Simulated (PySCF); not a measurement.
Species: methyl lactate, C4H8O3.
Numbering: `[CH3:1][O:2][C:3](=[O:4])[C@H:5]([CH3:6])[OH:7]` (hydrogens: H8, H9, H10 on C1; H11 on C5; H12, H13, H14 on C6; H15 on O7)

Method: PySCF, CAM-B3LYP/def2-SV(P) geometry optimisation, gas phase; density fitting, grid level 1; the optimiser is geomeTRIC in internal coordinates, started from a GFN2-xTB structure.

Geometry at step 0:
```
atom  x, y, z in Å
C1      2.4044   -0.5090   -0.4010
O2      1.1006   -0.6217    0.1614
C3      0.3581    0.4792    0.1604
O4      0.7086    1.5485   -0.2727
C5     -1.0360    0.2452    0.7261
C6     -1.8282   -0.5988   -0.2847
O7     -1.6520    1.4767    0.9792
H8      2.3575   -0.0034   -1.3673
H9      3.0525    0.0630    0.2658
H10     2.7759   -1.5242   -0.5140
H11    -0.9608   -0.2974    1.6755
H12    -2.8429   -0.7290    0.0805
H13    -1.8662   -0.0915   -1.2465
H14    -1.3585   -1.5704   -0.4059
H15    -1.2174    2.1408    0.4212
```

**Question.** What forces act on the atoms?

**Answer.** 
```
atom  Fx (eV/Å)  Fy (eV/Å)  Fz (eV/Å)
  C1     -0.370      0.063      0.079
  O2      0.093      0.071     -0.089
  C3     -0.202      0.104      0.307
  O4      0.070     -0.130      0.005
  C5     -0.184      0.228     -0.493
  C6      0.357      0.308      0.596
  O7     -0.045     -0.196      0.070
  H8      0.015      0.128     -0.284
  H9      0.220      0.179      0.208
 H10      0.149     -0.370     -0.021
 H11      0.103     -0.144      0.155
 H12     -0.499     -0.070      0.154
 H13     -0.024      0.246     -0.449
 H14      0.176     -0.529     -0.132
 H15      0.139      0.112     -0.104
```

The largest, 0.76 eV/Å, acts on C6; the rms over all components is 0.242 eV/Å. The forces sum to zero within rounding, as they must for an isolated molecule in no field.

**Question.** Give the force on C6 in Eh/bohr and in nN.

**Answer.** 0.759 eV/Å ÷ 51.422 = 0.01477 Eh/bohr, and 0.759 eV/Å × 1.602 = 1.22 nN.

**Question.** How far is this geometry from the end of the optimisation?

**Answer.** 0.044 eV above it, and 0.124 Å rms away after alignment. The bonds farthest from their final lengths, with half the difference of the two atoms' forces along the bond (positive lengthens):

| bond | now (Å) | final (Å) | force along bond (eV/Å) |
| --- | --- | --- | --- |
| C6–H14 | 1.086 | 1.101 | +0.38 |
| C6–H12 | 1.086 | 1.101 | +0.35 |
| C6–H13 | 1.088 | 1.103 | +0.45 |
| C5–H11 | 1.096 | 1.109 | +0.38 |
| C5–C6 | 1.537 | 1.525 | -0.52 |
| C1–H10 | 1.087 | 1.098 | +0.30 |

The angle farthest from its final value is C3–C5–C6, 108.2° against 111.7°.

Of the 6 listed bonds off by 0.010 Å or more, this force points towards the final length in 6.

The cost below is that of the whole optimisation. Time: 2.0 min wall; peak memory 0.55 GiB. Hardware: an Arm Neoverse N1 with one thread, no GPU, shared host.
